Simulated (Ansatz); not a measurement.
Cost and result for the atomization energy of GeH₅O₃Si, SMILES `O[SiH][O][GeH2][OH]` radical (10 atoms, 9 bonds).

Cartesian coordinates in Å:
```
O -0.4856 1.4690 -0.8073
Si -0.7076 1.3600 0.8408
O -0.1691 -0.1143 1.2537
Ge 0.2077 -1.5299 0.2295
O 1.2188 -0.9793 -1.1065
H -0.9417 2.1743 -1.2695
H 0.1263 2.3889 1.5465
H 1.0450 -2.4891 1.0733
H -1.1340 -2.0969 -0.2637
H 0.8401 -0.1827 -1.4967
```

Charge 0, multiplicity 2. Correlated methods include outer-core shells of Ge, which these sets cover unevenly. Scalar relativity is left out up to krypton. All single points use the PBE0-D4/def2-TZVP geometry. It is one conformer, not always the lowest. Program: Ansatz. Hardware: A = 2 threads of an AMD EPYC 7R13 on a shared host; B = 2 threads of an AMD EPYC 7R13 on a shared host and a share of an NVIDIA H100 80 GB. Times are those of one run each, without the atoms' runs, and a repeat can differ threefold. Electronic energies, without spin–orbit coupling; frozen cores. CCSD(T)/CBS adds CCSD(T) − MP2 in def2-TZVPP to the MP2 limit, and its time is that of the two runs behind it. T1 = 0.014; ⟨S²⟩ of the reference is 0.76. With those shells the extrapolation isn't a true limit. B3LYP takes the VWN-RPA correlation (the form of Gaussian; ORCA's B3LYP/G).

CCSD(T)/CBS is a level of theory with its own doubt, some kJ/mol a heavy atom from the limit and from the frozen cores, so smaller differences don't rank the functionals.

| level | functions | atomization (kJ/mol) | difference from CCSD(T)/CBS | per bond |
| --- | --- | --- | --- | --- |
| PBE0-D4/def2-TZVPP [A] | 253 | 3405.7 | -81.5 | -9.1 |
| CCSD(T)/CBS(def2) | – | 3487.2 | 0.0 | 0.0 |
| CCSD(T)/def2-TZVPP [B] | 253 | 3384.2 | -103.0 | -11.4 |
| B2PLYP/def2-TZVPP [A] | 253 | 3417.5 | -69.7 | -7.7 |
| MP2/def2-QZVPP [B] | 480 | 3534.9 | 47.7 | 5.3 |
| PBE-D4/def2-TZVPP (with forces) [A] | 253 | 3492.1 | 4.9 | 0.5 |
| r2SCAN-D4/def2-TZVPP (with forces) [A] | 253 | 3479.1 | -8.1 | -0.9 |
| ωB97X-V/def2-TZVPP [A] | 253 | 3476.8 | -10.4 | -1.2 |
| ωB97M-V/def2-TZVPP (with forces) [A] | 253 | 3453.7 | -33.5 | -3.7 |
| B3LYP-D4/def2-TZVPP (with forces) [A] | 253 | 3436.9 | -50.3 | -5.6 |

(1) Order the runs by time, with rough figures. (Best estimate.)

## Answers

(1) The calculation gave: MP2/def2-QZVPP [B] 5.5 s; PBE-D4/def2-TZVPP (with forces) [A] 7 s; PBE0-D4/def2-TZVPP [A] 10 s; B3LYP-D4/def2-TZVPP (with forces) [A] 12 s; r2SCAN-D4/def2-TZVPP (with forces) [A] 14 s; B2PLYP/def2-TZVPP [A] 15 s; CCSD(T)/def2-TZVPP [B] 15 s; CCSD(T)/CBS(def2) 21 s; ωB97X-V/def2-TZVPP [A] 22 s; ωB97M-V/def2-TZVPP (with forces) [A] 30 s.

The D4 term adds +38.6 kJ/mol with B3LYP and +20.2 kJ/mol with PBE0; it sums over pairs of atoms, weighted by their polarisabilities, and B3LYP, whose exchange is more repulsive, gets the larger term. From PBE to PBE0 (25 % exact exchange), in def2-TZVPP and without D4, the atomization energy moves by −82.8 kJ/mol: exact exchange takes away binding that semilocal exchange gives to molecules. In def2-TZVPP, CCSD(T) changes the Hartree–Fock value by +985.2 kJ/mol (the triples alone add +58.7 kJ/mol) and MP2 by +1073.4 kJ/mol; breaking electron pairs costs correlation energy, which Hartree–Fock lacks.
